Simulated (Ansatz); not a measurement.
A short molecular-dynamics run on tetraphenylsilane, `c1ccc([Si](c2ccccc2)(c2ccccc2)c2ccccc2)cc1`.

```yaml
crystal:
  periodic: [false, false, false]
  atoms:
    - {symbol: C, position_ang: [4.435544, -1.521810, 0.581527]}
    - {symbol: C, position_ang: [3.403591, -2.450584, 0.374368]}
    - {symbol: C, position_ang: [2.084200, -2.007289, 0.190495]}
    - {symbol: C, position_ang: [1.770905, -0.630433, 0.208324]}
    - {symbol: Si, position_ang: [-0.001161, -0.000214, -0.000481]}
    - {symbol: C, position_ang: [-0.731394, 0.455273, 1.684841]}
    - {symbol: C, position_ang: [0.081445, 0.687102, 2.816126]}
    - {symbol: C, position_ang: [-0.483007, 1.049109, 4.049609]}
    - {symbol: C, position_ang: [-1.874469, 1.187388, 4.173133]}
    - {symbol: C, position_ang: [-2.699696, 0.959246, 3.059944]}
    - {symbol: C, position_ang: [-2.131721, 0.593381, 1.829877]}
    - {symbol: C, position_ang: [0.040399, 1.522401, -1.123391]}
    - {symbol: C, position_ang: [0.862501, 1.523572, -2.274516]}
    - {symbol: C, position_ang: [0.893558, 2.626974, -3.141107]}
    - {symbol: C, position_ang: [0.105017, 3.756242, -2.866945]}
    - {symbol: C, position_ang: [-0.713019, 3.775218, -1.726325]}
    - {symbol: C, position_ang: [-0.744251, 2.667531, -0.864164]}
    - {symbol: C, position_ang: [-1.083332, -1.347939, -0.771408]}
    - {symbol: C, position_ang: [-1.420534, -1.345425, -2.142766]}
    - {symbol: C, position_ang: [-2.203531, -2.370831, -2.696421]}
    - {symbol: C, position_ang: [-2.663151, -3.420803, -1.886017]}
    - {symbol: C, position_ang: [-2.339781, -3.440173, -0.519549]}
    - {symbol: C, position_ang: [-1.560467, -2.410963, 0.030797]}
    - {symbol: C, position_ang: [2.824695, 0.291002, 0.411868]}
    - {symbol: C, position_ang: [4.144193, -0.148125, 0.600685]}
    - {symbol: H, position_ang: [5.471037, -1.868430, 0.722784]}
    - {symbol: H, position_ang: [3.628287, -3.528252, 0.350805]}
    - {symbol: H, position_ang: [1.284428, -2.746601, 0.021887]}
    - {symbol: H, position_ang: [1.174719, 0.574759, 2.734227]}
    - {symbol: H, position_ang: [0.167557, 1.219532, 4.921484]}
    - {symbol: H, position_ang: [-2.318285, 1.467986, 5.140954]}
    - {symbol: H, position_ang: [-3.792265, 1.060905, 3.152481]}
    - {symbol: H, position_ang: [-2.792397, 0.403061, 0.968180]}
    - {symbol: H, position_ang: [1.497421, 0.649652, -2.494309]}
    - {symbol: H, position_ang: [1.540990, 2.608562, -4.031660]}
    - {symbol: H, position_ang: [0.133015, 4.625916, -3.541660]}
    - {symbol: H, position_ang: [-1.327600, 4.661225, -1.503337]}
    - {symbol: H, position_ang: [-1.385311, 2.697980, 0.031780]}
    - {symbol: H, position_ang: [-1.071820, -0.523263, -2.788514]}
    - {symbol: H, position_ang: [-2.460763, -2.347186, -3.766784]}
    - {symbol: H, position_ang: [-3.280114, -4.223644, -2.318637]}
    - {symbol: H, position_ang: [-2.702288, -4.258421, 0.122041]}
    - {symbol: H, position_ang: [-1.326483, -2.431594, 1.107854]}
    - {symbol: H, position_ang: [2.612768, 1.372793, 0.414350]}
    - {symbol: H, position_ang: [4.950569, 0.585192, 0.757574]}
basis:
  gaussian: {orbitals: "6-31G*"}
magnetization: {spin_polarized: true, initial_magnetization: 0}
hamiltonian: {xc: {name: r2SCAN}, dispersion: d4}
md: {timestep: 0.5 fs, n_steps: 15, ensemble: nvt_langevin, temperature: 1000, initial_velocities: maxwell_boltzmann, friction: 0.01, seed: 637}
scf: {omitted_lower_state_checks: [starts]}
```

```sh
$ ansatz run in.yaml --threads 2 --pin off --events-out ev --progress --plain --max-ram 32768MiB --backend cuda --devices 0, --max-vram 18GiB
```

```json
{"step": "0", "time (fs)": "0.0", "potential energy (eV)": "-33076.6485", "kinetic (eV)": "5.6874", "T (K)": "978"}
{"step": "1", "time (fs)": "0.5", "potential energy (eV)": "-33076.5043", "kinetic (eV)": "5.5305", "T (K)": "951"}
{"step": "2", "time (fs)": "1.0", "potential energy (eV)": "-33076.1842", "kinetic (eV)": "5.3523", "T (K)": "920"}
{"step": "3", "time (fs)": "1.5", "potential energy (eV)": "-33075.7481", "kinetic (eV)": "4.8692", "T (K)": "837"}
{"step": "4", "time (fs)": "2.0", "potential energy (eV)": "-33075.2787", "kinetic (eV)": "4.4223", "T (K)": "760"}
{"step": "5", "time (fs)": "2.5", "potential energy (eV)": "-33074.8764", "kinetic (eV)": "4.1222", "T (K)": "709"}
{"step": "6", "time (fs)": "3.0", "potential energy (eV)": "-33074.6035", "kinetic (eV)": "3.9450", "T (K)": "678"}
{"step": "7", "time (fs)": "3.5", "potential energy (eV)": "-33074.4577", "kinetic (eV)": "3.6125", "T (K)": "621"}
{"step": "8", "time (fs)": "4.0", "potential energy (eV)": "-33074.3725", "kinetic (eV)": "3.5172", "T (K)": "605"}
{"step": "9", "time (fs)": "4.5", "potential energy (eV)": "-33074.2790", "kinetic (eV)": "3.5044", "T (K)": "602"}
{"step": "10", "time (fs)": "5.0", "potential energy (eV)": "-33074.1451", "kinetic (eV)": "3.3985", "T (K)": "584"}
{"step": "11", "time (fs)": "5.5", "potential energy (eV)": "-33073.9518", "kinetic (eV)": "3.3423", "T (K)": "575"}
{"step": "12", "time (fs)": "6.0", "potential energy (eV)": "-33073.7017", "kinetic (eV)": "3.0888", "T (K)": "531"}
{"step": "13", "time (fs)": "6.5", "potential energy (eV)": "-33073.4252", "kinetic (eV)": "2.7842", "T (K)": "479"}
{"step": "14", "time (fs)": "7.0", "potential energy (eV)": "-33073.1669", "kinetic (eV)": "2.6468", "T (K)": "455"}
{"step": "15", "time (fs)": "7.5", "potential energy (eV)": "-33072.9740", "kinetic (eV)": "2.5689", "T (K)": "442"}
```

Velocities are drawn at the set temperature; a run this short doesn't reach equilibrium. Under Langevin dynamics the printed temperature counts 3N degrees of freedom, so it starts below the set value.

The 6-31G sets use Cartesian d functions.

Frames (Å, forces in eV/Å):

```xyz
45
time=0.0 fs
C     4.436   -1.522    0.582    0.026   -0.012   -0.001
C     3.404   -2.451    0.374    0.010   -0.050   -0.001
C     2.084   -2.007    0.190    0.001   -0.079   -0.002
C     1.771   -0.630    0.208    0.069   -0.002   -0.003
Si   -0.001    0.000    0.000   -0.002   -0.003   -0.001
C    -0.731    0.455    1.685   -0.046    0.002    0.054
C     0.081    0.687    2.816    0.057    0.010    0.052
C    -0.483    1.049    4.050    0.030    0.008    0.039
C    -1.874    1.187    4.173   -0.008    0.003    0.028
C    -2.700    0.959    3.060   -0.051    0.005    0.000
C    -2.132    0.593    1.830   -0.089    0.017    0.030
C     0.040    1.522   -1.123    0.023    0.047   -0.045
C     0.863    1.524   -2.275    0.045    0.021   -0.084
C     0.894    2.627   -3.141    0.030   -0.005   -0.041
C     0.105    3.756   -2.867    0.001    0.026   -0.012
C    -0.713    3.775   -1.726   -0.028    0.040    0.011
C    -0.744    2.668   -0.864   -0.049    0.056    0.026
C    -1.083   -1.348   -0.771   -0.049   -0.051   -0.006
C    -1.421   -1.345   -2.143   -0.008    0.014   -0.075
C    -2.204   -2.371   -2.696   -0.011    0.002   -0.049
C    -2.663   -3.421   -1.886   -0.021   -0.017   -0.014
C    -2.340   -3.440   -0.520   -0.015   -0.036    0.033
C    -1.560   -2.411    0.031   -0.039   -0.080    0.034
C     2.825    0.291    0.412    0.086    0.043    0.018
C     4.144   -0.148    0.601    0.034    0.037    0.008
H     5.471   -1.868    0.723   -0.393    0.130   -0.051
H     3.628   -3.528    0.351   -0.081    0.405    0.012
H     1.284   -2.747    0.022    0.298    0.288    0.055
H     1.175    0.575    2.734   -0.415    0.033    0.025
H     0.168    1.220    4.921   -0.247   -0.061   -0.326
H    -2.318    1.468    5.141    0.170   -0.104   -0.368
H    -3.792    1.061    3.152    0.412   -0.038   -0.032
H    -2.792    0.403    0.968    0.245    0.054    0.310
H     1.497    0.650   -2.494   -0.220    0.317    0.095
H     1.541    2.609   -4.032   -0.245    0.010    0.335
H     0.133    4.626   -3.542   -0.014   -0.330    0.255
H    -1.328    4.661   -1.503    0.230   -0.332   -0.088
H    -1.385    2.698    0.032    0.252   -0.016   -0.332
H    -1.072   -0.523   -2.789   -0.135   -0.302    0.252
H    -2.461   -2.347   -3.767    0.097   -0.014    0.401
H    -3.280   -4.224   -2.319    0.236    0.304    0.163
H    -2.702   -4.258    0.122    0.136    0.307   -0.244
H    -1.326   -2.432    1.108   -0.092    0.024   -0.387
H     2.613    1.373    0.414    0.070   -0.392   -0.016
H     4.951    0.585    0.758   -0.302   -0.278   -0.060
45
time=1.5 fs
C     4.427   -1.507    0.585    0.040   -1.541    0.156
C     3.403   -2.479    0.354   -0.016    3.003    0.508
C     2.071   -2.006    0.213    0.001   -1.298   -0.738
C     1.763   -0.618    0.196    0.831   -0.527    0.317
Si    0.011   -0.005   -0.006   -0.355    0.244    0.132
C    -0.739    0.435    1.680    0.681    0.378    0.473
C     0.086    0.675    2.823    0.202   -0.254   -0.187
C    -0.490    1.055    4.056    0.840    0.146    1.148
C    -1.870    1.212    4.195   -0.900   -0.215   -0.968
C    -2.667    0.954    3.044   -0.176    0.446    0.974
C    -2.143    0.610    1.817    2.182   -0.197    0.969
C     0.045    1.509   -1.133   -0.066    0.463    0.099
C     0.869    1.526   -2.283    0.684   -0.800   -0.267
C     0.902    2.630   -3.150    0.490   -0.211   -0.133
C     0.120    3.756   -2.840   -0.011    0.739   -1.204
C    -0.745    3.782   -1.720    2.585   -2.775   -1.143
C    -0.742    2.657   -0.865   -1.049    0.734    0.566
C    -1.079   -1.334   -0.764   -0.522   -0.633   -0.094
C    -1.429   -1.344   -2.135    0.188    0.919   -1.410
C    -2.217   -2.366   -2.705    0.289   -0.419    1.416
C    -2.666   -3.433   -1.888    0.389    0.759   -0.579
C    -2.337   -3.445   -0.528    0.484    0.946   -0.327
C    -1.570   -2.405    0.044    0.070    0.267   -0.042
C     2.831    0.294    0.416   -1.103    1.725   -0.407
C     4.139   -0.154    0.617    0.005    0.679    0.082
H     5.467   -1.855    0.796   -0.792    0.272   -0.316
H     3.711   -3.490    0.365   -0.162   -1.264   -0.126
H     1.268   -2.783   -0.012    0.854    1.131    0.418
H     1.209    0.527    2.775   -1.381    0.181   -0.071
H     0.167    1.208    4.968   -0.649   -0.135   -1.165
H    -2.410    1.516    5.123    0.812   -0.286   -0.570
H    -3.741    1.030    3.104   -0.435    0.141    0.250
H    -2.756    0.407    0.989   -1.038   -0.221   -1.111
H     1.547    0.639   -2.503   -0.897    1.021    0.287
H     1.579    2.596   -4.056   -0.854    0.202    1.051
H     0.187    4.619   -3.580   -0.308   -0.905    1.154
H    -1.330    4.616   -1.590   -1.522    1.954    0.711
H    -1.428    2.738    0.039    0.963   -0.489   -1.006
H    -1.093   -0.498   -2.848   -0.395   -1.288    1.352
H    -2.448   -2.393   -3.755   -0.083    0.242   -0.426
H    -3.257   -4.225   -2.364    0.132    0.076    0.366
H    -2.663   -4.261    0.067   -0.339   -0.698    0.708
H    -1.357   -2.378    1.145   -0.195   -0.231   -0.982
H     2.570    1.441    0.365    0.727   -2.215    0.211
H     4.947    0.560    0.808   -0.199   -0.065   -0.077
45
time=3.5 fs
C     4.413   -1.491    0.593   -0.424   -2.950    0.142
C     3.398   -2.505    0.325    0.363    4.289    1.149
C     2.057   -2.010    0.240    0.471   -1.651   -1.512
C     1.756   -0.606    0.183    1.708   -1.118    0.714
Si    0.027   -0.010   -0.012   -0.837    0.370    0.205
C    -0.746    0.406    1.672    1.571    0.863    0.998
C     0.097    0.655    2.832   -1.202   -0.304   -0.179
C    -0.493    1.063    4.069    0.907    0.062    1.189
C    -1.867    1.245    4.224   -1.280   -0.728   -2.719
C    -2.621    0.950    3.023   -1.173    1.002    2.213
C    -2.150    0.629    1.800    3.964   -0.677    0.763
C     0.051    1.491   -1.145   -0.144    1.099    0.215
C     0.883    1.527   -2.293    1.020   -1.210   -0.410
C     0.917    2.633   -3.163    0.255   -0.327    0.811
C     0.138    3.756   -2.809    0.064    0.336   -1.826
C    -0.780    3.781   -1.718    3.602   -3.275   -1.501
C    -0.741    2.644   -0.862   -1.629    1.219    0.468
C    -1.074   -1.322   -0.758   -1.002   -1.160   -0.193
C    -1.436   -1.342   -2.129    0.005    0.941   -1.890
C    -2.233   -2.363   -2.707    0.524   -0.544    1.901
C    -2.668   -3.448   -1.893    0.922    1.699   -1.038
C    -2.332   -3.448   -0.543    0.494    0.784    0.336
C    -1.585   -2.397    0.059    0.101    0.660   -0.748
C     2.832    0.301    0.419   -1.929    2.039   -0.933
C     4.131   -0.159    0.636   -0.099    1.424    0.186
H     5.426   -1.841    0.883   -0.497    0.229   -0.485
H     3.813   -3.478    0.379   -0.588   -1.372   -0.232
H     1.276   -2.790   -0.043    0.652    1.213    0.655
H     1.199    0.468    2.835   -0.967    0.173   -0.307
H     0.146    1.188    4.989   -0.361   -0.033   -1.091
H    -2.505    1.564    5.074    1.168   -0.271   -0.137
H    -3.693    0.988    3.039   -0.797    0.320    0.586
H    -2.735    0.407    0.978   -1.625   -0.313   -1.593
H     1.596    0.640   -2.515   -1.324    1.326    0.408
H     1.610    2.593   -4.051   -0.861    0.349    0.931
H     0.242    4.577   -3.584   -0.573   -0.440    1.244
H    -1.382    4.611   -1.693   -1.686    1.910    0.916
H    -1.456    2.765    0.035    1.273   -0.892   -1.158
H    -1.127   -0.495   -2.871   -0.268   -1.391    1.620
H    -2.436   -2.435   -3.760   -0.107    0.443   -0.499
H    -3.215   -4.218   -2.422   -0.183   -0.464    0.456
H    -2.623   -4.295    0.028   -0.361   -0.641    0.833
H    -1.406   -2.307    1.160   -0.156   -0.575   -0.917
H     2.530    1.464    0.306    1.131   -2.625    0.511
H     4.946    0.525    0.870   -0.120    0.210   -0.081
45
time=5.5 fs
C     4.397   -1.491    0.607   -1.551   -2.815   -0.236
C     3.391   -2.509    0.298    1.335    2.699    1.749
C     2.049   -2.019    0.261    1.116   -0.514   -1.909
C     1.753   -0.598    0.166    2.381   -1.607    1.125
Si    0.043   -0.015   -0.018   -1.336    0.423    0.177
C    -0.748    0.383    1.663    2.261    1.153    1.270
C     0.107    0.631    2.838   -3.727    0.154    0.049
C    -0.495    1.067    4.086    0.367   -0.191    0.123
C    -1.864    1.275    4.243   -1.135   -1.274   -4.198
C    -2.580    0.953    3.009   -3.003    1.341    2.793
C    -2.144    0.648    1.784    3.116   -1.582   -1.625
C     0.062    1.474   -1.157   -0.246    1.693    0.291
C     0.903    1.524   -2.304    0.409   -0.610   -0.117
C     0.937    2.634   -3.171   -0.823   -0.199    2.403
C     0.152    3.758   -2.786   -0.050   -1.066   -1.240
C    -0.802    3.770   -1.725    1.950   -0.522   -1.448
C    -0.741    2.633   -0.854   -0.992    1.135   -0.912
C    -1.074   -1.314   -0.757   -1.257   -1.437   -0.334
C    -1.440   -1.341   -2.131   -0.502   -0.208   -0.692
C    -2.246   -2.362   -2.704    0.712   -0.314    1.123
C    -2.666   -3.454   -1.900    0.941    1.588   -1.324
C    -2.323   -3.449   -0.557   -0.005   -0.727    1.761
C    -1.598   -2.385    0.068   -0.045    0.657   -1.934
C     2.825    0.317    0.420   -1.703    0.546   -1.136
C     4.121   -0.167    0.656   -0.511    1.695    0.190
H     5.356   -1.837    0.940    0.747   -0.162   -0.233
H     3.882   -3.507    0.377   -1.553    0.245   -0.412
H     1.298   -2.753   -0.060   -0.224    0.330    0.523
H     1.147    0.419    2.881    0.927   -0.176   -0.416
H     0.101    1.166    4.991    0.533    0.118   -0.194
H    -2.562    1.591    5.021    1.050   -0.078    0.555
H    -3.679    0.954    2.986    0.008    0.450    0.854
H    -2.770    0.401    0.915   -0.142    0.279    0.514
H     1.608    0.673   -2.514   -0.850    0.592    0.223
H     1.603    2.593   -4.024   -0.008    0.422   -0.165
H     0.259    4.530   -3.532   -0.504    0.945    0.117
H    -1.472    4.677   -1.764    0.539   -1.203    1.017
H    -1.441    2.761   -0.007    0.540   -0.963   -0.082
H    -1.160   -0.533   -2.826    0.256   -0.180    0.491
H    -2.420   -2.435   -3.783   -0.088    0.461    0.204
H    -3.169   -4.235   -2.465   -0.174   -0.425    0.684
H    -2.609   -4.363    0.025    0.146    0.981   -0.134
H    -1.460   -2.246    1.143    0.000   -0.742   -0.043
H     2.521    1.414    0.267    1.020   -1.410    0.579
H     4.936    0.488    0.931    0.074    0.499   -0.034
45
time=7.5 fs
C     4.376   -1.503    0.624   -1.476   -1.686   -0.269
C     3.384   -2.498    0.278    1.602    1.274    2.136
C     2.047   -2.033    0.279    1.458    1.201   -2.085
C     1.757   -0.594    0.149    2.633   -1.897    1.486
Si    0.055   -0.018   -0.022   -1.597    0.416   -0.014
C    -0.747    0.367    1.655    2.703    1.262    1.230
C     0.104    0.609    2.842   -4.081    0.427    0.459
C    -0.490    1.072    4.102   -0.747   -0.411   -1.227
C    -1.868    1.299    4.255   -0.165   -1.758   -5.344
C    -2.546    0.965    3.001   -4.211    1.201    2.390
C    -2.125    0.664    1.761    1.765   -1.786   -2.038
C     0.072    1.464   -1.173   -0.452    2.101    0.552
C     0.924    1.519   -2.317   -1.217    0.992    0.611
C     0.955    2.633   -3.171   -1.191    0.105    2.786
C     0.166    3.754   -2.770   -0.493   -2.075   -0.355
C    -0.823    3.758   -1.742    1.391    0.135   -0.895
C    -0.745    2.626   -0.845    0.194    0.779   -2.772
C    -1.078   -1.311   -0.759   -1.226   -1.359   -0.308
C    -1.442   -1.343   -2.135   -1.247   -2.259    1.422
C    -2.257   -2.365   -2.696    0.951    0.254   -0.100
C    -2.665   -3.456   -1.908    0.891    0.917   -1.213
C    -2.309   -3.448   -0.566   -0.344   -1.268    2.146
C    -1.610   -2.370    0.073   -0.193    0.354   -2.395
C     2.818    0.336    0.419   -0.693   -3.032   -0.842
C     4.108   -0.168    0.681   -0.558    1.473    0.214
H     5.318   -1.839    0.992    1.004   -0.329   -0.186
H     3.880   -3.521    0.374   -1.785    0.840   -0.532
H     1.299   -2.708   -0.062   -1.000   -0.660    0.245
H     1.128    0.367    2.911    1.247   -0.273   -0.468
H     0.066    1.145    4.994    1.423    0.216    0.848
H    -2.588    1.604    4.981    0.545    0.190    1.305
H    -3.674    0.916    2.957    0.793    0.642    0.981
H    -2.818    0.410    0.871    0.968    0.581    1.635
H     1.589    0.719   -2.496    0.626   -1.186   -0.294
H     1.614    2.604   -4.013    0.327    0.453   -0.559
H     0.241    4.526   -3.459   -0.210    2.053   -1.119
H    -1.540    4.710   -1.793    1.471   -2.328    0.992
H    -1.417    2.726   -0.034   -0.518   -0.774    1.209
H    -1.184   -0.572   -2.765    0.994    1.912   -1.441
H    -2.398   -2.411   -3.803   -0.157    0.321    0.913
H    -3.122   -4.270   -2.486   -0.092   -0.096    0.890
H    -2.595   -4.396    0.016    0.337    1.589   -0.424
H    -1.519   -2.215    1.140    0.142   -0.722    0.320
H     2.550    1.334    0.251    0.172    1.837    0.189
H     4.919    0.481    0.994    0.018    0.372   -0.084
```

Run time 3.5 min (2 threads of AMD EPYC 7R13 on a shared host and a share (18 GiB) of an NVIDIA H100 80GB HBM3), peak host memory 1.5 GiB.
